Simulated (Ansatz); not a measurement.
The same molecule with X = B, Al, Ga, In. Ansatz, PBE0-D4/def2-TZVP geometries, multiplicity 1. Each molecule was computed in one conformer, which needn't be the lowest.

Elements past krypton have def2 core potentials. Scalar relativity is left out up to krypton.

| X | molecule | mean X–O bond length / Å | LUMO energy (PBE/def2-TZVPP) / eV | HOMO–LUMO gap (PBE0/def2-TZVPP) / eV | LUMO energy (PBE0/def2-TZVPP) / eV |
| --- | --- | --- | --- | --- | --- |
| B | `[SiH3]OB(O[SiH3])O[SiH3]` | 1.363 | -1.08 | 8.80 | -0.23 |
| Al | `[SiH3][O][Al]([O][SiH3])[O][SiH3]` | 1.669 | -1.85 | 7.65 | -0.97 |
| Ga | `[SiH3][O][Ga]([O][SiH3])[O][SiH3]` | 1.758 | -2.46 | 7.33 | -1.50 |

Task: Give the row for X = In, `[SiH3][O][In]([O][SiH3])[O][SiH3]`. (Best estimate.)

Result: Computed: 
```
 X                             molecule  mean X–O bond length / Å  LUMO energy (PBE/def2-TZVPP) / eV  HOMO–LUMO gap (PBE0/def2-TZVPP) / eV  LUMO energy (PBE0/def2-TZVPP) / eV
In  `[SiH3][O][In]([O][SiH3])[O][SiH3]`                     1.954                              -3.48                                  6.03                               -2.54
```

From B to In the mean X–O bond length rises at each step, by 0.591 Å in all; the LUMO energy (PBE/def2-TZVPP) falls at each step, by 2.40 eV in all; the HOMO–LUMO gap (PBE0/def2-TZVPP) falls at each step, by 2.77 eV in all; the LUMO energy (PBE0/def2-TZVPP) falls at each step, by 2.31 eV in all. Bonds lengthen as the atom grows down the group.
